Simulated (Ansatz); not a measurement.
System: sum formula H₅BSiO₆, charge 0, multiplicity 1. 
Geometry from a B3LYP-D3(BJ)/def2-TZVP (Ansatz, an electronic-structure program) optimisation:
SMILES: OB(O)O[Si](O)(O)O
```xyz
13

O     -1.8848    -0.6501     0.9789
B     -1.7122     0.1975    -0.1062
O     -2.7374     0.8332    -0.7531
O     -0.4533     0.4007    -0.5600
Si     1.0429    -0.0491    -0.0345
O      0.9139    -1.4211     0.8315
O      2.0201    -0.2442    -1.3246
O      1.6967     1.1267     0.8835
H     -2.7837    -0.7704     1.2934
H     -3.6208     0.6663    -0.4171
H      0.0567    -1.5507     1.2545
H      1.7650    -0.8790    -1.9979
H      2.1011     1.8712     0.4318
```

Basis-set convergence of Hartree-Fock and CCSD(T) correlation energies (hartree) with Ansatz. Cores are frozen in the correlated levels unless marked. No spin-orbit coupling. Non-relativistic.

```json
[
 {"basis": "aug-cc-pV(D+d)Z", "functions": "238", "E(HF)": "-766.18065", "E(corr, CCSD(T))": "-1.43431"},
 {"basis": "aug-cc-pV(T+d)Z", "functions": "492", "E(HF)": "___", "E(corr, CCSD(T))": "___"}
]
```

**Question.** Some entries are withheld; supply them.

**Answer.** 
- aug-cc-pV(T+d)Z, E(HF): -766.33905
- aug-cc-pV(T+d)Z, E(corr, CCSD(T)): -1.74645
